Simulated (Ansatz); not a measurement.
Basis sets compared for [NbS4]3- (NbS4³⁻). Charge -3, multiplicity 1. Geometry B3LYP-D4/def2-SVPD. Ansatz on 4 threads of Intel Xeon on a shared host; times are rough, and most runs start from earlier orbitals.

```xyz
5

Nb    0.000    0.000    0.000
S     0.071   -2.027   -1.147
S     1.154   -0.206    2.013
S    -2.217    0.572    0.431
S     0.993    1.661   -1.298
```

In the def2 sets Nb takes a core potential; there is no spin–orbit coupling. A multiply charged anion in the gas phase is held together partly by the finite basis. Removing one electron lowers the energy by 4.36 eV at PBE0-D4/def2-TZVPD, so it isn't bound. At PBE-D4/def2-SVPD, PBE-D4/def2-TZVPD, PBE0-D4/def2-SVPD, PBE0-D4/def2-TZVPD the highest occupied level of the charge -3 singlet lies above zero (up to 6.58 eV). By energy differences it is unbound by 4.36 eV (vertical, against the charge -2 doublet, at CCSD(T)/def2-SVPD) and held by the finite basis.

```tsv
level	functions	energy (Eh)	HOMO (eV)	LUMO (eV)	wall time
PBE-D4/def2-SVPD	142	-1648.6961	6.58	8.36	4.2 s
PBE0-D4/def2-SVPD	142	-1648.7682	5.67	8.79	7.5 s
```

Question: Estimate the rows for PBE-D4/def2-TZVPD, PBE0-D4/def2-TZVPD.

Answer: 
```json
{"level": "PBE-D4/def2-TZVPD", "functions": "224", "energy (Eh)": "-1649.2362", "HOMO (eV)": "6.49", "LUMO (eV)": "7.69", "wall time": "6 s"}
{"level": "PBE0-D4/def2-TZVPD", "functions": "224", "energy (Eh)": "-1649.3026", "HOMO (eV)": "5.64", "LUMO (eV)": "8.09", "wall time": "12 s"}
```
